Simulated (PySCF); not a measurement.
## Basis and Hamiltonian dependence of the ionisation energy of As⁺

As⁺ [Ar] 3d10 4s2 4p2 (3P) → As²⁺ [Ar] 3d10 4s2 4p1 (2P). Calculated with PySCF 2.14 from differences of total energies of unrestricted determinants, without spin-orbit coupling. Values in eV.

| basis | Hamiltonian | functions | UHF | PBE | PBE0 | MP2 (valence) | CCSD(T) (valence) | CCSD(T) (valence and next inner shell) |
| --- | --- | --- | --- | --- | --- | --- | --- | --- |
| cc-pVDZ-PP with ECP10MDF | ECP | 23 | 17.975 | 18.442 | n/a | 18.237 | 18.269 | n/a |
| 6-31G* | non-relativistic | 32 | 18.036 | n/a | n/a | 18.282 | 18.314 | n/a |
| x2c-SVPall | spin-free X2C | 32 | 18.001 | n/a | 18.598 | 18.262 | 18.296 | n/a |
| aug-cc-pVDZ-PP with ECP10MDF | ECP | 32 | 17.969 | 18.438 | 18.504 | 18.237 | 18.276 | n/a |
| pcseg-2 | non-relativistic | 43 | 17.996 | n/a | 18.577 | 18.364 | 18.419 | n/a |
| x2c-TZVPPall | spin-free X2C | 48 | 17.939 | 18.487 | 18.532 | 18.313 | 18.372 | 18.447 |
| def2-TZVP | non-relativistic | 48 | 17.978 | n/a | 18.564 | 18.353 | 18.407 | n/a |
| def2-TZVPPD | non-relativistic | 54 | 17.971 | 18.511 | 18.560 | 18.345 | 18.400 | 18.464 |
| aug-cc-pVTZ-PP with one added diffuse shell each of s, d, f type with ECP10MDF | ECP | 68 | 17.979 | 18.430 | 18.503 | 18.357 | 18.414 | n/a |
| dyall-av2z | non-relativistic | 92 | 17.949 | 18.478 | 18.528 | 18.232 | 18.271 | n/a |
| aug-cc-pwCVTZ-PP with ECP10MDF | ECP | 96 | 17.977 | 18.438 | 18.507 | 18.363 | 18.418 | n/a |
| aug-cc-pVQZ-PP with one added diffuse shell each of s, p, d, f, g type with ECP10MDF | ECP | 114 | 17.980 | 18.433 | 18.505 | 18.391 | n/a | n/a |
| dyall-v3z | spin-free X2C | 128 | 17.980 | 18.502 | 18.556 | 18.354 | n/a | n/a |
| aug-cc-pwCVQZ-PP with ECP10MDF | ECP | 166 | 17.978 | 18.437 | 18.507 | 18.395 | n/a | n/a |

Extrapolation of MP2 (valence) from aug-cc-pwCVTZ-PP with ECP10MDF and aug-cc-pwCVQZ-PP with ECP10MDF: the correlation parts are 0.386 and 0.417 eV; with the X⁻³ form and unrounded values, (4³ × 0.417 − 3³ × 0.386)/(4³ − 3³) = 0.439 eV, and adding the Hartree-Fock value 17.978 eV of the larger basis gives 18.417 eV.

Frozen in the all-electron rows: valence: [Ar] 3d10; valence and next inner shell: [Ne]; with a core potential, the same shells as far as they lie outside it.

Non-relativistic rows lack the scalar-relativistic shift.

Between the lowest levels the reference is 18.589 eV (measured; NIST Atomic Spectra Database, ionization energies); it includes spin-orbit coupling, which these numbers lack.
